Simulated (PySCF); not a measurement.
Broadened absorption spectrum of (LiSH)2 ring

Species: (LiSH)2 ring, H2Li2S2.
Cartesian coordinates in Å at the PBE0-D3(BJ)/def2-SVP level; atoms count from 1:
```xyz
6
H2Li2S2 angstrom
Li     0.631   -0.939   -0.806
S      1.687    0.063    1.007
Li    -0.624    0.206    1.222
S     -1.681   -0.855   -0.557
H      1.875    1.284    0.456
H     -1.888    0.240   -1.322
```

Method: TDDFT CAM-B3LYP/def2-SVPD, vertical, gas phase, core orbitals frozen in the response in PySCF 2.14.0, density-fitted response routines.

Each state is given a Gaussian of 0.3 eV full width at half maximum, with ε(max) = 2.175×10⁸ f / Δν̃ (Δν̃ the width in cm⁻¹). The width is an assumption, not a result. The curve ends short of the highest state used, and states not computed would add to its high-energy end.

E (eV), ε (L mol⁻¹ cm⁻¹) and a bar:
```
     4.40          5 
     4.42          9 
     4.45         19 
     4.47         30 
     4.49         48 
     4.51         75 
     4.53        113 
     4.55        166 
     4.57        238 
     4.60        391 #
     4.62        528 #
     4.64        696 #
     4.66        894 #
     4.68       1122 ##
     4.70       1373 ##
     4.72       1639 ##
     4.75       2044 ###
     4.77       2298 ####
     4.79       2524 ####
     4.81       2711 ####
     4.83       2849 ####
     4.85       2938 ####
     4.87       2982 #####
     4.90       2993 #####
     4.92       2999 #####
     4.94       3042 #####
     4.96       3160 #####
     4.98       3397 #####
     5.00       3793 ######
     5.02       4388 #######
     5.04       5209 ########
     5.07       6892 ###########
     5.09       8303 #############
     5.11       9904 ###############
     5.13      11636 ##################
     5.15      13416 #####################
     5.17      15147 #######################
     5.19      16722 ##########################
     5.22      18565 ############################
     5.24      19319 ##############################
     5.26      19624 ##############################
     5.28      19456 ##############################
     5.30      18825 #############################
     5.32      17778 ###########################
     5.34      16390 #########################
     5.37      13875 #####################
     5.39      12062 ##################
     5.41      10257 ################
     5.43       8544 #############
     5.45       6989 ###########
     5.47       5636 #########
     5.49       4506 #######
     5.51       3604 ######
     5.54       2644 ####
     5.56       2229 ###
     5.58       1958 ###
```

(1) Where are the band maxima, and which computed states make them?

(2) Coming from long wavelengths, where does ε first pass 100 L mol⁻¹ cm⁻¹?

(3) On this curve, what absorbance would a 10⁻⁵ mol/L sample give at 248 nm over a 1 cm path?

Answers

(1) 253 nm (4.89 eV), ε about 3000, made up of S1 (90%) (hardly more than a shoulder); 236 nm (5.26 eV), ε about 20000, made up of S3 (100%) (ε in L mol⁻¹ cm⁻¹; maxima over ε = 5, shares over 10%). The states used: S1 4.85 eV (f 0.032); S2 5.19 eV (f 0.0000); S3 5.26 eV (f 0.218); S4 5.56 eV (f 0.0017); S5 5.70 eV (f 0.015); S6 5.71 eV (f 0.0001); S7 5.92 eV (f 0.011); S8 5.93 eV (f 0.0000); S9 6.13 eV (f 0.0095); S10 6.18 eV (f 0.0002).

(2) At about 274 nm (4.52 eV), 0.33 eV below S1.

(3) 248 nm is 4.999 eV, where ε is about 3800 L mol⁻¹ cm⁻¹, so A = ε c l ≈ 0.038 (Beer–Lambert, with the gas-phase spectrum and the assumed width).

All these states lie below the vertical ionisation energy of 8.80 eV (ΔSCF).

One conformer stands for the species.
